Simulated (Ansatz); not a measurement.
Stepwise reaction of `NB(N)S` with hydrogen, as a gas-phase model of exchange steps in deposition or etching. ΔE in kJ/mol; ΔG adds harmonic PBE0-D4 terms to CCSD(T)/CBS, at 1 bar.

Program: Ansatz. Geometries: PBE0-D4/def2-TZVP. ΔE: electronic, gas phase. CCSD(T)/CBS adds triple-zeta CCSD(T) − MP2 to the extrapolated MP2 energy (def2 sets, frozen cores). This one scheme is used for every species. DFT in def2-TZVPP. B3LYP here is the variant with VWN-RPA as its local correlation; programs differ in this. One conformer a species, not always the lowest.

| step | reaction | PBE-D4 | B3LYP-D4 | ωB97M-V | CCSD(T)/CBS | ΔG(500 K) |
| --- | --- | --- | --- | --- | --- | --- |
| 1 | `NB(N)S` + H₂ → `NBS` + NH₃ | 51.4 | 53.3 | 53.5 | 51.8 | 57.5 |

Question: Give the row of step 2, `NBS` + H₂ → `BS` + NH₃. (Best estimate.)

Answer: Ansatz gave: 
```csv
step,reaction,PBE-D4,B3LYP-D4,ωB97M-V,CCSD(T)/CBS,ΔG(500 K)
2,`NBS` + H₂ → `BS` + NH₃,95.6,93.8,93.4,90.0,86.8
```

Question: By hand: ΔE of the 2 steps together at CCSD(T)/CBS.

Answer: (51.8) + (90.0) = 141.8 kJ/mol, or 70.9 kJ/mol a step.

In ΔE each step is higher than the one before. All are uphill at CCSD(T)/CBS. ΔG lies between 57.5 and 86.8 kJ/mol a step. PBE-D4 differs from CCSD(T)/CBS by -0.4 to 5.6 kJ/mol a step. Isolated molecules leave out the surface, adducts and barriers. Largest T1 diagnostic: 0.015.
